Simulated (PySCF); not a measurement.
C$_{2}$H$_{6}$Zn, charge +1, doublet (typed; the unrestricted solution is spin-contaminated), at a GFN2-xTB geometry (such geometries of metal compounds can be far from the true shape) (a state made from the parent by changing its charge; the spin is typed, not shown lowest); HF/pcseg-1 (PySCF).

The PySCF input:
```python
from pyscf import gto, scf

mol = gto.Mole()
mol.atom = '''
    Zn    0.000000    0.000000   -0.000000
    C     1.606730    0.230839   -1.292006
    H     2.248599   -0.630242   -1.126148
    H     2.080405    1.168535   -1.013931
    H     1.183561    0.253699   -2.292692
    C    -1.606730   -0.230839    1.292006
    H    -2.080405   -1.168535    1.013931
    H    -2.248599    0.630242    1.126148
    H    -1.183561   -0.253699    2.292692
'''
mol.basis = 'pcseg-1'
mol.charge = 1
mol.spin = 1
mol.verbose = 5
mol.build()

mf = scf.UHF(mol)
mf.kernel()
```

Output, abridged:

```
PySCF version 2.14.0

[INPUT] verbose = 5
[INPUT] max_memory = 4000
[INPUT] num. atoms = 9
[INPUT] num. electrons = 47
[INPUT] charge = 1
[INPUT] spin (= nelec alpha-beta = 2S) = 1
[INPUT] symmetry False subgroup None
[INPUT] Mole.unit = angstrom
[INPUT] Symbol           X                Y                Z      unit          X                Y                Z       unit  Magmom
[...]
[INPUT] ---------------- BASIS SET ----------------
[INPUT] l, kappa, [nprim/nctr], expnt,             c_1 c_2 ...
[INPUT] C
[...]
                                187.145           0.0449576    0    0
                                42.5126           0.197901    0    0
                                11.7393            0.5    0    0
                                3.50548           0.480364    0    0
                                5.39089              0 -0.070398    0
                                0.493341             0  0.5    0
                                0.149741             0    0    1
[...]
                                1.93658           0.224999    0
                                0.526296           0.5    0
                                0.136319             0    1
[...]
[INPUT] Zn
[...]
                                12343.4           0.0142051    0    0    0    0
                                2808.89           0.0705093    0    0    0    0
                                793.234           0.245538    0    0    0    0
                                258.216            0.5    0    0    0    0
                                89.0002           0.39176    0    0    0    0
                                171.085              0 -0.0807753    0    0    0
                                20.4557              0  0.5    0    0    0
                                9.16604              0 0.38174    0    0    0
                                3.27921              0 0.0422389    0    0    0
                                2.40434              0    0  0.5    0    0
                                0.935398             0    0 0.25623    0    0
                                0.149043             0    0    0    1    0
                                0.0504596            0    0    0    0    1
[...]
                                483.159           0.0256552    0    0
                                155.392           0.118019    0    0
                                57.9545           0.333605    0    0
                                23.325             0.5    0    0
                                9.32731           0.267913    0    0
                                5.84243              0 0.297114    0
                                2.26759              0  0.5    0
                                0.833841             0 0.231863    0
                                0.195                0    0    1
[...]
                                24.713            0.11211    0
                                8.66791           0.336083    0
                                3.21585           0.522226    0
                                1.11531            0.5    0
                                0.331095             0    1
[...]
[INPUT] H
[...]
                                1.86871           0.15915    0
                                0.418208           0.5    0
                                0.1061               0    1
[...]
nuclear repulsion = 157.569663182375
number of shells = 22
number of NR pGTOs = 173
number of NR cGTOs = 89
basis = pcseg-1
ecp = {}

******** <class 'pyscf.scf.uhf.UHF'> ********
method = UHF
initial guess = minao
damping factor = 0
level_shift factor = 0
DIIS = <class 'pyscf.scf.diis.CDIIS'>
diis_start_cycle = 1
diis_space = 8
diis_damp = 0
SCF conv_tol = 1e-09
SCF conv_tol_grad = None
SCF max_cycles = 50
direct_scf = True
direct_scf_tol = 1e-13
number electrons alpha = 24  beta = 23
Set gradient conv threshold to 3.16228e-05
E1 = -2905.042191314068  E2 = 891.2241280744302  Ecoul = 973.405117458096  Exc = -82.18098938366586
[...]
  1.97423636e+00  1.97423708e+00  1.98055923e+00  1.98055993e+00
  1.98848090e+00  2.13576697e+00  2.32029954e+00  2.32030024e+00
  2.36593540e+00  2.36593606e+00  2.47502333e+00  2.50950171e+00
  2.78851193e+00  2.78851243e+00  2.78860686e+00  2.78860733e+00
  3.19267910e+00  3.21828542e+00  3.37948328e+00  3.37948445e+00
  3.38170041e+00  3.38170159e+00  5.85812228e+00  5.85812620e+00
  5.86001611e+00  5.86001611e+00  5.86437412e+00  5.86437412e+00
  5.87303169e+00]
multiplicity <S^2> = 0.8985526  2S+1 = 2.1434109
E1 = -2892.9236151919804  E2 = 878.886249648655  Ecoul = 960.7959000470597  Exc = -81.90965039840466
cycle= 12 E= -1856.46770236095  delta_E= -1.16e-10  |g|= 2.29e-06  |ddm|= 2.88e-05
  alpha mo_energy =
[-3.53394045e+02 -4.44893770e+01 -3.90864039e+01 -3.90864039e+01
 -3.90845703e+01 -1.14499437e+01 -1.14499433e+01 -5.85482312e+00
 -4.08442673e+00 -4.07928398e+00 -4.07928397e+00 -1.17810193e+00
 -1.16278432e+00 -1.03209240e+00 -1.03209239e+00 -1.02983100e+00
 -1.02983100e+00 -1.02270390e+00 -7.81690187e-01 -7.81689858e-01
 -7.76259814e-01 -7.76259483e-01 -6.82114395e-01 -6.45722338e-01
 -1.04735790e-01  9.58543215e-03  2.47918760e-02  2.47918950e-02
  5.95687085e-02  6.90964019e-02  6.90964989e-02  6.91561160e-02
  6.91561888e-02  1.27404114e-01  2.91381734e-01  3.47776370e-01
  3.47776507e-01  4.16609760e-01  4.56297364e-01  4.56297709e-01
  4.70227471e-01  6.69725740e-01  6.69726140e-01  6.87527441e-01
  6.87527909e-01  7.14648397e-01  7.47953876e-01  7.74959488e-01
  7.74959538e-01  8.50678458e-01  8.50678707e-01  9.72147779e-01
  1.08565291e+00  1.17176798e+00  1.42393807e+00  1.42393829e+00
  1.52322010e+00  1.52322034e+00  1.93457260e+00  1.93457395e+00
  1.94075567e+00  1.96672288e+00  1.96672362e+00  1.97367139e+00
  1.97367210e+00  2.09773265e+00  2.30098661e+00  2.30098731e+00
  2.34769678e+00  2.34769745e+00  2.46162462e+00  2.49324885e+00
  2.77773403e+00  2.77773451e+00  2.77813568e+00  2.77813620e+00
  3.18533290e+00  3.21008297e+00  3.37163779e+00  3.37163897e+00
  3.37382195e+00  3.37382313e+00  5.85865522e+00  5.85865913e+00
  5.86085008e+00  5.86085009e+00  5.86513052e+00  5.86513053e+00
  5.87351629e+00]
  beta  mo_energy =
[-3.53394804e+02 -4.44908441e+01 -3.90863720e+01 -3.90863720e+01
 -3.90834548e+01 -1.14337819e+01 -1.14337729e+01 -5.85824481e+00
 -4.08168824e+00 -4.08168824e+00 -4.07766593e+00 -1.11775953e+00
 -1.10035575e+00 -1.03191194e+00 -1.03191194e+00 -1.03128623e+00
 -1.03128622e+00 -1.01168586e+00 -7.69579528e-01 -7.69579201e-01
 -7.64236199e-01 -7.64235868e-01 -5.48921113e-01 -2.35735057e-01
 -5.98629670e-02  3.22508566e-03  3.22510734e-03  1.58914864e-02
  7.46514125e-02  7.46514897e-02  7.46598739e-02  7.46599592e-02
  9.33138900e-02  1.25061959e-01  3.22564863e-01  3.55188896e-01
  3.55189047e-01  4.56052068e-01  4.56052418e-01  4.75500597e-01
  5.67483692e-01  6.83078264e-01  6.83078671e-01  7.01127763e-01
  7.01128235e-01  7.31339791e-01  7.68501736e-01  7.68501800e-01
  7.75536304e-01  8.60569622e-01  8.60569864e-01  9.94616374e-01
  1.09314924e+00  1.19897022e+00  1.45575525e+00  1.45575547e+00
  1.54593918e+00  1.54593943e+00  1.93365922e+00  1.93366061e+00
  1.97423591e+00  1.97423664e+00  1.98055880e+00  1.98055950e+00
  1.98848023e+00  2.13576632e+00  2.32029908e+00  2.32029978e+00
  2.36593493e+00  2.36593560e+00  2.47502299e+00  2.50950132e+00
  2.78851147e+00  2.78851197e+00  2.78860639e+00  2.78860685e+00
  3.19267861e+00  3.21828492e+00  3.37948264e+00  3.37948381e+00
  3.38169977e+00  3.38170095e+00  5.85812090e+00  5.85812481e+00
  5.86001472e+00  5.86001472e+00  5.86437264e+00  5.86437264e+00
  5.87303016e+00]
multiplicity <S^2> = 0.89855286  2S+1 = 2.1434112
E1 = -2892.923655850922  E2 = 878.8862903076273  Ecoul = 960.7959434891756  Exc = -81.90965318154826
Extra cycle  E= -1856.46770236092  delta_E= 3.09e-11  |g|= 1.14e-06  |ddm|= 2.81e-06
converged SCF energy = -1856.46770236092  <S^2> = 0.89855286  2S+1 = 2.1434112
```
